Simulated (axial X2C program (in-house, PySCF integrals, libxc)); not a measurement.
## Worked dissociation energy of BeH⁻: HF, 2c

Computed with an in-house all-electron X2C program for linear molecules (integrals from PySCF). Two-component (2c) means X2C with spin–orbit coupling and atomic mean-field two-electron Coulomb and Gaunt terms. Basis: Be dyall-av3z [9s9p4d2f], H dyall-av3z [7s3p2d] (cores contracted in-house); Gaussian nuclei, density fitting, unrestricted open shells. Masses: Be 9.012 u, H 1.008 u.

Molecular state: Ω = 0 (closed shell).

* E(Be) (2M_J = 0): -14.575174 hartree
* E(H-) (2M_J = 0): -0.487905 hartree
* E(BeH⁻) at Re: -15.136671 hartree
* ωe: 1706.6 cm⁻¹
* ωexe: 47.5 cm⁻¹

(1) Work out De and D0.

One determinant describes the state; a PBE0 search over occupations chose it and may have missed a lower one. De is counted from the lowest determinant-based energies of the atoms at the same level, without counterpoise correction. Other states lie close and PBE0, whose exact exchange favours high spin, may order them wrongly; the determinant shown need not be the ground state. The nearest other 2c determinant of the search, Ω = 2, lies 0.44 eV up at the distance of the search. Hartree–Fock gets electron affinities wrong, so its lowest charge split need not be the true one.

Hartree–Fock lacks correlation and underbinds, often by eV.

Each atomic determinant is the lowest at this level and need not be a pure J level. Totals compare only within one Hamiltonian and basis.

## Answers

(1) De = -14.575174 + (-0.487905) − (-15.136671) = 0.07359 hartree = 2.003 eV. The zero-point energy is ωe/2 − ωexe/4 = 841 cm⁻¹ = 0.104 eV, so D0 = 1.898 eV.
